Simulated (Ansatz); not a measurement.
Calculated with Ansatz (gas phase, PBE0-D4/def2-TZVP geometries, no zero-point term in ΔE). CCSD(T)/CBS is the MP2 limit (def2-TZVPP, def2-QZVPP) plus CCSD(T) − MP2 in def2-TZVPP, frozen cores. Functionals use def2-TZVPP. Each species was taken in one conformer, which may not be the lowest.

`C[C@@H]1C=N[Si@H]1F` → `CC[Si]1(F)C=N1`  (isomerisation)

```json
{"level": "PBE-D4", "ΔE (kcal/mol)": "12.5"}
{"level": "LC-ωPBE", "ΔE (kcal/mol)": "14.0"}
```

What does CCSD(T)/CBS give? (Estimate.)

Computed: +13.5 kcal/mol. The listed levels differ from it by -1.0, 0.5 kcal/mol.

What do rigid-rotor, harmonic-oscillator terms from PBE0-D4/def2-TZVP frequencies (298.15 K, 1 bar) make of the CCSD(T)/CBS value? (Best estimate.)

The calculation gave: ΔZPE = +0.6 kcal/mol, ΔH = +14.5 kcal/mol, ΔS = 16 J/(mol·K), ΔG = +13.4 kcal/mol.

Largest T1 diagnostic among the species: 0.012.

From r2SCAN to r2SCAN0 (25 % exact exchange), in def2-TZVPP and without D4, ΔE moves by +1.3 kcal/mol. Leaving LDA and LC-ωPBE aside and taking each functional with its dispersion term where it has one, the values, not all of them listed here, spread over 3.5 kcal/mol, from BLYP-D4 to PBE-QIDH. LDA lies +2.4 kcal/mol from PBE without D4.

CCSD(T)/CBS has its own doubt, a few kJ/mol and more with outer-core shells, so smaller differences from it don't rank the levels.
